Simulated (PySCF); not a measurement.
# Computed properties of Cl2GeH4OSi, SMILES [GeH3][O][SiH](Cl)Cl

Cl2GeH4OSi, SMILES [O]([GeH3])[SiH](Cl)Cl. Geometry: r2SCAN-D4/def2-SVP. The structure was generated by enumeration, and PubChem lists no compound with its InChIKey, so it may never have been made. One conformer was computed; it need not be the lowest. All values are computed for the isolated molecule unless a solvent is named; none is compared with measurement here.

**Structure.** All 21 harmonic modes at r2SCAN-D4/def2-SVP (PySCF) are real, so it is a minimum. With heavy atoms numbered as in [SiH:1]([Cl:2])([Cl:3])[O:4][GeH3:5], the shortest bond between them is Si1–O4 at 1.629 Å and the longest Si1–Cl2 at 2.068 Å.

**Vibrations.** The strongest infrared lines (harmonic, unscaled, degenerate partners summed) lie at 829 cm⁻¹ (302 km/mol, H 84 %, Si 12 %), 1045 cm⁻¹ (294 km/mol, O 68 %, Si 21 %, H 10 %), 813 cm⁻¹ (156 km/mol, H 89 %, Si 9 %). The softest mode is at 26 cm⁻¹ and the zero-point energy is 25.7 kcal/mol.

**Electronic structure.** ωB97X/def2-TZVP (PySCF) places the frontier levels at -11.40 and 1.77 eV, a gap of 13.17 eV, and gives a dipole moment of 1.91 D and a mean polarisability of 76.0 bohr³. PBE/def2-TZVP (PySCF) at the same geometry gives -7.50 and -1.17 eV, so its gap is 6.84 eV narrower. An orbital gap is neither the optical nor the fundamental gap.

**Excitations.** TDA-ωB97X/def2-SVPD (PySCF) has S1 at 7.76 eV (160 nm, f = 0.004, weak); the most intense of the 10 singlets computed lies at 9.05 eV (f = 0.07). T1 (TDA) is at 7.37 eV, 0.39 eV under S1. TDA-PBE/def2-SVPD (PySCF) puts S1 at 6.38 eV. No vertical singlet excitation falls in the visible range (under 3.1 eV).

**NMR.** GIAO shifts at B3LYP/pcSseg-1 (PySCF) (non-relativistic, atoms alike by connectivity averaged): ¹H from 5.5 to 5.9 ppm against TMS; ²⁹Si at -13.7 ppm against TMS. Without spin–orbit terms, shifts of atoms bonded to Cl or Br come out too high.
